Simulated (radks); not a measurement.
Valence configurations of neutral arsenic (all share [Ar]). All-electron calculation, Dirac Kohn-Sham, PBE, spin-unpolarised, spherical densities, finite nucleus; open shells fill j = l - 1/2 first; Fermi nuclear charge, rms radius 4.0968 fm. Program: a radial shooting solver on a logarithmic mesh with Libxc functionals. Energies are relative to 3d10 4s2 4p3; eigenvalues in eV.

| valence | E (eV) | e(3d3/2) | e(3d5/2) | e(4p1/2) | e(4p3/2) | e(4s1/2) |
|---|---|---|---|---|---|---|
| 3d10 4s2 4p3 | 0.000 | -40.939 | -40.211 | -5.318 | -5.047 | -14.412 |
| 3d10 4s1 4p4 | 9.490 | -42.637 | -41.907 | -5.997 | -5.706 | -15.318 |
| 3d9.5 4s2 4p3.5 | 18.734 | -46.231 | -45.481 | -5.989 | -5.682 | -15.566 |
| 3d9.5 4s1 4p4.5 | 28.733 | -47.861 | -47.109 | -6.638 | -6.314 | -16.423 |
| 3d9.5 4p5.5 | 38.946 | -49.411 | -48.658 | -7.244 | -6.902 | - |
| 3d9 4s2 4p4 | 39.822 | -51.662 | -50.889 | -6.655 | -6.313 | -16.696 |
| 3d9 4s1 4p5 | 50.310 | -53.230 | -52.456 | -7.281 | -6.921 | -17.510 |
| 3d8.5 4s1 4p5.5 | 74.291 | -58.739 | -57.942 | -7.924 | -7.529 | -18.581 |
| 3d8 4s2 4p5 | 89.333 | -62.921 | -62.102 | -7.984 | -7.569 | -18.892 |
| 3d8 4s1 4p6 | 100.74 | -64.383 | -63.563 | -8.569 | -8.139 | -19.637 |

NIST lists [Ar] 3d10 4s2 4p3 as the ground configuration; this level of theory agrees among the configurations tried. The energies are those of spherical spin-averaged densities, not of single terms.
